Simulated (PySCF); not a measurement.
Job file and geometry (Å, from GFN2-xTB) of an NMR shielding run on `[SiH3]S[SiH2][Si@@H]1C[C@@H](F)[SiH2]1`, C2H11FSSi4, PySCF 2.14.0, density-fitted response routines, GIAO PBE0/pcSseg-1 NMR shielding, non-relativistic, gas phase; density fitting, a coarse starting grid and PySCF grid level 2 are the driver's defaults:

```
$ OMP_NUM_THREADS=1 python probes_run.py task.json out

{"job": {"kind": "nmr", "xc": "PBE0", "basis": "pcSseg-1"}, "charge": 0, "multiplicity": 1}
F     -4.308040     0.729281    -0.103145
C     -2.932169     0.908913    -0.182542
C     -2.277576    -0.221168    -0.998037
Si    -0.870964    -0.792958     0.202109
Si     1.229485    -0.413730    -0.692118
S      2.471795    -0.188044     1.068259
Si     4.395864     0.361564     0.320799
Si    -2.037734     0.745853     1.543194
H     -2.807790     1.884220    -0.664429
H     -1.964750     0.111367    -1.986853
H     -3.013880    -1.007629    -1.154657
H     -1.037040    -2.231673     0.504965
H      1.865932    -1.458619    -1.499023
H      1.412313     0.822897    -1.456629
H      4.219901     1.493585    -0.580559
H      5.130410     0.702174     1.524650
H      4.959519    -0.781437    -0.386244
H     -1.445633     2.022956     1.958141
H     -2.999445     0.352028     2.574658
```

**Question.** What does the program print?

**Answer.** 
```
coarse grid: 18200 points
cycle   1  E = -1737.8306692514  dE =  4.770e-01  |g| = 5.459e-01  |ddm| = 3.996e+00
cycle   2  E = -1737.7956650187  dE =  3.500e-02  |g| = 7.272e-01  |ddm| = 1.154e+00
cycle   3  E = -1737.8937027223  dE = -9.804e-02  |g| = 6.007e-02  |ddm| = 6.546e-01
cycle   4  E = -1737.8941082310  dE = -4.055e-04  |g| = 3.441e-02  |ddm| = 7.481e-02
cycle   5  E = -1737.8943606838  dE = -2.525e-04  |g| = 6.043e-03  |ddm| = 3.663e-02
cycle   6  E = -1737.8943682438  dE = -7.560e-06  |g| = 2.252e-03  |ddm| = 9.915e-03
final grid: 152568 points
cycle   7  E = -1737.9472637409  dE = -2.449e-05  |g| = 9.642e-03  |ddm| = 2.678e-02
cycle   8  E = -1737.9472401616  dE =  2.358e-05  |g| = 1.375e-02  |ddm| = 2.448e-02
cycle   9  E = -1737.9472862269  dE = -4.607e-05  |g| = 1.067e-03  |ddm| = 1.433e-02
cycle  10  E = -1737.9472863970  dE = -1.702e-07  |g| = 3.031e-04  |ddm| = 1.099e-03
cycle  11  E = -1737.9472864136  dE = -1.652e-08  |g| = 6.025e-05  |ddm| = 3.610e-04
cycle  12  E = -1737.9472864145  dE = -9.504e-10  |g| = 1.728e-05  |ddm| = 9.493e-05
converged SCF energy = -1737.9472864145

GIAO shielding tensors (ppm)
atom      isotropic    diamagn.    paramagn.     s11        s22        s33       span
  0 F      361.357     468.697    -107.341    266.779    367.173    450.119    183.340
  1 C       93.282     253.351    -160.070     50.216     80.284    149.345     99.129
  2 C      163.096     254.136     -91.040    131.682    161.304    196.302     64.621
  3 Si     421.729     880.882    -459.152    379.168    406.475    479.545    100.377
  4 Si     398.383     880.988    -482.606    359.284    382.236    453.627     94.343
  5 S      854.768    1061.650    -206.882    830.613    839.952    893.739     63.126
  6 Si     402.070     879.441    -477.371    362.359    387.179    456.671     94.312
  7 Si     385.184     879.806    -494.622    334.727    358.820    462.006    127.278
  8 H       26.044      30.964      -4.919     23.037     26.857     28.239      5.202
  9 H       29.518      32.176      -2.658     25.009     28.538     35.007      9.998
 10 H       29.440      30.740      -1.300     25.843     28.263     34.215      8.372
 11 H       26.787      29.912      -3.125     22.997     25.880     31.483      8.486
 12 H       26.714      30.496      -3.782     22.451     25.512     32.179      9.728
 13 H       26.935      31.458      -4.523     23.060     25.941     31.803      8.743
 14 H       27.112      28.697      -1.585     23.013     25.592     32.732      9.719
 15 H       26.996      28.224      -1.227     22.790     24.633     33.565     10.775
 16 H       27.047      28.047      -1.000     22.786     25.063     33.291     10.504
 17 H       26.792      29.157      -2.365     23.833     25.347     31.196      7.363
 18 H       26.731      28.753      -2.021     23.634     25.117     31.443      7.809
```

**Question.** Turn these shieldings into chemical shifts. Shifts are taken against calculated references (same method and geometry level): ¹⁹F (σref 170.95) vs CFCl3; TMS for ¹³C (σref 186.93) and ²⁹Si (σref 349.16) and ¹H (σref 31.72); ³³S (σref 503.73) vs CS2.

**Answer.** Averaging equivalent atoms: F 0: -190.4; C 1: 93.6; C 2: 23.8; Si 7: -36.0; Si 4: -49.2; Si 6: -52.9; Si 3: -72.6; S 5: -351; H 8: 5.67; H 12: 5.00; H 18: 4.99; H 11: 4.93; H 17: 4.93; H 13: 4.78; H 14/15/16: 4.67; H 10: 2.28; H 9: 2.20 ppm. Unscaled 19F shifts against computed CFCl3 carry errors that often reach 10 to 50 ppm.

Size and cost of the density-fitted run: 226 basis functions, 58 s wall time on 1 thread of an Arm Neoverse V2, shared host; peak memory 1.1 GiB.
